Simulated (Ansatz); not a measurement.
Geometry optimisation, RKS B3LYP/def2-SVP in Ansatz 0.2.0.

input.yaml

```yaml
crystal:
  periodic: [false, false, false]
  atoms:
    - { symbol: Al, position_ang: [0.152842, -0.044046, -0.122803] }
    - { symbol: H, position_ang: [0.113527, -0.249786, 1.429162] }
    - { symbol: "N", position_ang: [1.623281, -0.251413, -1.068503] }
    - { symbol: H, position_ang: [2.535732, -0.511406, -0.707684] }
    - { symbol: H, position_ang: [1.677437, -0.091959, -2.070565] }
    - { symbol: F, position_ang: [-1.277064, 0.263152, -0.932781] }
    - { symbol: Cl, position_ang: [-0.106883, 2.78587, 1.793217] }
    - { symbol: H, position_ang: [-0.116472, 1.479988, 2.082957] }
basis:
  gaussian: { orbitals: def2-SVP }
hamiltonian:
  xc: b3lyp
relax:
  f_tol: 0.03
  max_steps: 50
output:
  orbitals: {}
```

Command:

```bash
$ ansatz run input.yaml --threads 2 --pin off --max-ram 3072MiB --backend cpu --events-out ev --progress --plain --runs-dir out
```

**Question.** Where does it end, and by what steps?

**Answer.** The run converged. The force dipped under the threshold on the way, but the program's further checks kept it going. After 39 steps the energy has fallen by 0.263 eV; H8 moved furthest, 1.31 Å.

| step | energy less start (eV) | largest force component (eV/Å) | accepted |
| --- | --- | --- | --- |
| 0 | 0.0000 | 1.026 | yes |
| 2 | -0.0223 | 0.903 | yes |
| 4 | -0.0526 | 0.701 | yes |
| 6 | -0.0861 | 0.341 | yes |
| 8 | -0.1067 | 0.097 | yes |
| 10 | -0.1126 | 0.166 | yes |
| 12 | -0.1137 | 0.043 | no |
| 14 | -0.1142 | 0.036 | yes |
| 16 | -0.1145 | 0.016 | yes |
| 18 | -0.1153 | 0.062 | yes |
| 20 | -0.1147 | 0.301 | no |
| 22 | -0.1152 | 0.319 | no |
| 24 | -0.1193 | 0.065 | yes |
| 26 | -0.1215 | 0.406 | yes |
| 28 | -0.1489 | 0.112 | yes |
| 30 | -0.1638 | 0.721 | yes |
| 32 | -0.2234 | 0.624 | yes |
| 34 | -0.2477 | 0.375 | yes |
| 36 | -0.2589 | 0.270 | yes |
| 38 | -0.2633 | 0.047 | yes |
| 39 | -0.2635 | 0.028 | yes |

```xyz
8
Properties=species:S:1:pos:R:3
Al 0.289 -0.192 0.194
H 0.278 -1.223 1.374
N 1.543 -0.120 -1.047
H 2.422 -0.628 -1.005
H 1.527 0.486 -1.862
F -1.125 0.698 -0.130
Cl 0.346 2.301 1.830
H -0.677 2.059 1.048
```

Run time: 59 s on 2 threads of Intel(R) Xeon(R) Platinum 8488C (Sapphire Rapids), on a shared host, peak memory 0.18 GiB.
